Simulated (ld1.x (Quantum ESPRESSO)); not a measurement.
**promethium (Pm) PAW: all-electron and pseudo phase curves**

```json
{"Element": "Pm", "Generator": "ld1.x (Quantum ESPRESSO) 7.5", "Type": "PAW", "Functional": "PBEsol", "Relativity": "scalar-relativistic", "Frozen core": "[Kr] 4d10 4f4", "Valence charge": "11", "Reference configuration": "5s2 5p6 5d1 6s2 6p0", "Partial waves": "5s (bound): rcut 1.80, rcutus 1.90 bohr; 6s (bound): rcut 1.80, rcutus 1.90 bohr; 5p (bound): rcut 3.20, rcutus 3.40 bohr; 6p (bound, empty): rcut 3.20, rcutus 3.40 bohr; 5d (bound): rcut 3.00, rcutus 3.20 bohr; 5d channel at 2.65 Ry: rcut 3.00, rcutus 3.20 bohr; 5f channel at 0.3 Ry: rcut 1.90, rcutus 2.60 bohr; 5f channel at 1.15 Ry: rcut 1.90, rcutus 2.60 bohr", "Local potential": "all-electron potential smoothed inside 1.75 bohr (lloc = -2)", "Core correction": "a·sin(br)/r model core inside 1.80 bohr", "Augmentation charge": "BESSEL, radius 1.30 bohr"}
```

The phase is arctan(r·u′/u) with u = r·R(r), unwrapped; energies in Ry, scanned from -5 to 5 Ry. A pole is an energy at which the radial function vanishes at the test radius. The pseudo phase is shifted by a multiple of π to meet the all-electron one at the reference energy, and phase errors are pseudo minus all-electron; the curves can meet again beyond the range given. Levels narrower than the energy grid can be missing from the lists of poles. n/a: not evaluated, since a narrow level or a reset projector energy made the automatic matching unsafe.

Q: For each channel, where are the poles, and over which energies does the pseudopotential scatter like the atom?

A:

```tsv
channel	radius (bohr)	reference energy (Ry)	poles, all-electron	poles, pseudo	unbroken range about the reference energy with phases within 0.05 rad	phase error 1 Ry above the reference energy (rad)
s	3.70	-0.29	-3.32, 0.89	-3.32, 0.89	below 2.6	-0.000
p	3.70	-0.10	-1.83, 1.74	-1.79, 1.51	-1.5 to 0.3	-0.042
d	3.70	-0.21	0.09, 3.32	0.09, 3.31	below 4.8	-0.006
f	3.70	0.30	2.07	-0.48, 2.08	n/a	n/a
```

Note: ghost state, extra bound levels that the all-electron valence spectrum of the same l lacks: f at -6.7 eV (p not tested). A true bound ghost makes a file unfit for plane-wave use. Its overlap operator is not positive definite in a basis up to 400 Ry (lowest eigenvalue p -0.38), so the file is unfit for use: the generalised eigenproblem breaks down once the basis is large enough, and its test numbers describe a broken file.

Phases in the d channel:

```csv
E (Ry),all-electron,pseudo
-5.00,1.448,1.448
-4.74,1.445,1.445
-4.48,1.441,1.441
-4.22,1.437,1.437
-3.96,1.433,1.432
-3.70,1.427,1.427
-3.44,1.422,1.422
-3.18,1.415,1.415
-2.92,1.408,1.408
-2.66,1.400,1.400
-2.40,1.390,1.390
-2.14,1.378,1.378
-1.88,1.363,1.363
-1.62,1.345,1.344
-1.36,1.319,1.318
-1.10,1.280,1.279
-0.84,1.212,1.211
-0.58,1.048,1.046
-0.32,0.081,0.079
-0.06,-1.400,-1.401
0.20,-1.638,-1.640
0.46,-1.753,-1.755
0.72,-1.861,-1.866
0.98,-2.026,-2.036
1.24,-2.400,-2.425
1.50,-3.378,-3.415
1.76,-4.141,-4.151
2.02,-4.408,-4.411
2.28,-4.529,-4.530
2.54,-4.600,-4.600
2.80,-4.647,-4.647
3.06,-4.683,-4.683
3.32,-4.713,-4.714
3.58,-4.739,-4.742
3.84,-4.765,-4.770
4.10,-4.793,-4.801
4.36,-4.825,-4.840
4.62,-4.867,-4.897
4.88,-4.927,-4.997
```
